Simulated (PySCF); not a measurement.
# Computed properties of C₃H₁₀ClNSi, SMILES C[C@@H](N)[Si@H](C)Cl

C₃H₁₀ClNSi, SMILES C[C@@H](N)[Si@H](C)Cl. Geometry optimised at PBE0-D3(BJ)/def2-SVP. The structure was generated by enumeration; whether it is a known compound was not checked. Other conformers were not sampled. All values are computed for the isolated molecule unless a solvent is named; none is compared with measurement here.

**Structure.** All 42 harmonic modes at PBE0-D3(BJ)/def2-SVP (PySCF) are real, so it is a minimum. With heavy atoms numbered as in [CH3:1][C@@H:2]([NH2:3])[Si@H:4]([CH3:5])[Cl:6], the shortest bond between them is C2–N3 at 1.456 Å and the longest Si4–Cl6 at 2.079 Å.

**Vibrations.** The strongest infrared lines (harmonic, unscaled, degenerate partners summed) lie at 848 cm⁻¹ (239 km/mol, H 76 %, Si 13 %, C 9 %), 2225 cm⁻¹ (132 km/mol, H 97 %), 830 cm⁻¹ (105 km/mol, H 67 %, N 26 %). The softest mode is at 54 cm⁻¹ and the zero-point energy is 81.9 kcal/mol.

**Electronic structure.** ωB97X/def2-TZVP (PySCF) places the frontier levels at -9.48 and 2.48 eV, a gap of 11.96 eV, and gives a dipole moment of 3.19 D and a mean polarisability of 80.7 bohr³. PBE/def2-TZVP (PySCF) at the same geometry gives -5.57 and -0.31 eV, so its gap is 6.70 eV narrower. An orbital gap is neither the optical nor the fundamental gap.

**Excitations.** TDA-ωB97X/def2-SVPD (PySCF) has S1 at 6.74 eV (184 nm, f = 0.036, weak); the most intense of the 6 singlets computed lies at 6.74 eV (f = 0.04). T1 (TDA) is at 6.53 eV, 0.21 eV under S1. TDA-PBE/def2-SVPD (PySCF) puts S1 at 5.22 eV. No vertical singlet excitation falls in the visible range (under 3.1 eV).

**NMR.** GIAO shifts at B3LYP/pcSseg-1 (PySCF) (non-relativistic, atoms alike by connectivity averaged): ¹³C from -2.6 to 44.5 ppm against TMS; ¹H from 0.5 to 5.2 ppm against TMS; ²⁹Si at 19.2 ppm against TMS. Without spin–orbit terms, shifts of atoms bonded to Cl or Br come out too high.
